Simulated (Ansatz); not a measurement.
Consider the cleavage of the Al–Si bond: `CB[SiH2][AlH2]` + `[CH2]1[NH][AlH]1` → `[AlH2][N]1[CH2][AlH]1` + `CB[SiH3]`.

Gas-phase electronic energies from Ansatz, PBE0-D4/def2-TZVP geometries. CCSD(T)/CBS adds triple-zeta CCSD(T) − MP2 to the extrapolated MP2 energy (def2 sets, frozen cores). One conformer a species, not always the lowest.

| species | CCSD(T)/CBS(def2) energy (Eh) |
| --- | --- |
| `CB[SiH2][AlH2]` | -598.71139 |
| `[CH2]1[NH][AlH]1` | -337.12157 |
| `[AlH2][N]1[CH2][AlH]1` | -579.76217 |
| `CB[SiH3]` | -356.10570 |

Q: Work out ΔE.

A: ΔE = (-579.76217) + (-356.10570) − (-598.71139) − (-337.12157) = -0.03491 Eh = -91.7 kJ/mol.

Largest T1 diagnostic among the species: 0.015.

From PBE to PBE0 (25 % exact exchange), in def2-TZVPP and without D4, ΔE moves by −5.4 kJ/mol. In def2-TZVPP, CCSD(T) changes the Hartree–Fock value by +15.5 kJ/mol (the triples alone add +1.7 kJ/mol) and MP2 by +5.5 kJ/mol.
